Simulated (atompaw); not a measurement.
What one change does to a pseudopotential (titanium, PAW (atompaw))

```json
{
  "Element": "Ti (Z = 22)",
  "Generator": "atompaw 4.2.0.5",
  "Type": "PAW",
  "Functional": "LDA (PW92)",
  "Relativity": "scalar-relativistic",
  "Frozen core": "[Ne]",
  "Valence charge": "12",
  "Reference configuration": "3s2 3p6 3d2 4s2 4p0",
  "Partial waves": "3s (bound): rc 1.35 bohr; 4s (bound): rc 2.25 bohr; 3p (bound): rc 1.20 bohr; 4p (bound, empty): rc 2.25 bohr; 3d (bound): rc 2.25 bohr; 3d channel at 4.65 Ry: rc 2.25 bohr",
  "Local potential": "vpsmatchnc scheme with l = 3 at 0 Ry, radius 1.50 bohr",
  "Core correction": "smooth core density matched at 2.00 bohr",
  "Augmentation charge": "sinc compensation charge, radius 1.90 bohr; PAW radius 2.25 bohr; waves and projectors: custom polynom vanderbiltortho"
}
```

Change: local potential bessel scheme, radius 1.50 bohr.

Cutoffs: the cutoffs (Ry, on a coarse ladder) from which the occupation-weighted sum of valence levels, in a spherical-Bessel basis at the reference potential, stays within 10 and 1 mRy of its value at 400 Ry; they do not see the model core or the augmentation charge, which bear on the density cutoff.

What does the change do?

The potential gets neither clearly harder nor softer (45 Ry and 80 Ry → 45 Ry and 80 Ry); the range in which the s phases agree widens (upper end 1.0 → at the end of the scan); the range in which the p phases agree widens (upper end 0.9 → at the end of the scan); neither file shows a bound ghost.

| quantity | base | changed |
| --- | --- | --- |
| cutoff, loose | 45 Ry | 45 Ry |
| cutoff, tight | 80 Ry | 80 Ry |
| bound ghosts | none | none |
| s: phases at 2.27 bohr within 0.05 rad from the reference energy up to (Ry; the scan ends near 5) | 1.0 | to the end of the scan |
| p: phases at 2.27 bohr within 0.05 rad from the reference energy up to (Ry; the scan ends near 5) | 0.9 | to the end of the scan |
| d: phases at 2.27 bohr within 0.05 rad from the reference energy up to (Ry; the scan ends near 5) | to the end of the scan | 1.6 |
| lowest overlap eigenvalue by channel | s 0.56, p 0.49, d 0.85 | s 0.55, p 0.51, d 0.87 |

 The cutoffs see the waves, projectors and local potential, not the compensation charge or the core.
